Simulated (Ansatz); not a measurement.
Mulliken charges of `[O]=[Mo](=[O])([F])[F]` from PBE/def2-TZVPP in Ansatz (PBE0-D4/def2-TZVP geometry).

| atom | x (Å) | y (Å) | z (Å) | charge (e) |
| --- | --- | --- | --- | --- |
| O1 | 0.625 | -1.040 | 1.162 | -0.431 |
| Mo2 | 0.005 | -0.016 | 0.008 | 1.532 |
| O3 | -1.179 | 0.880 | 0.755 | -0.431 |
| F4 | -0.730 | -0.997 | -1.359 | -0.335 |
| F5 | 1.329 | 1.098 | -0.607 | -0.335 |

Question: By hand: the dipole of these point charges (1 e Å = 4.8032 D).

Answer: Σ q r = (0.046, 0.011, -0.155) e Å, of length 0.162 e Å = 0.78 D.

Question: How does the dipole of the full density compare? (Best estimate.)

Answer: Ansatz gave: (0.058, 0.013, -0.197) e Å, 0.99 D; the point charges give 0.79 times that, at 0° from its direction.

Point charges leave out the atoms' own dipoles, such as those of lone pairs, and Mulliken's split depends on the basis, so the two needn't agree.
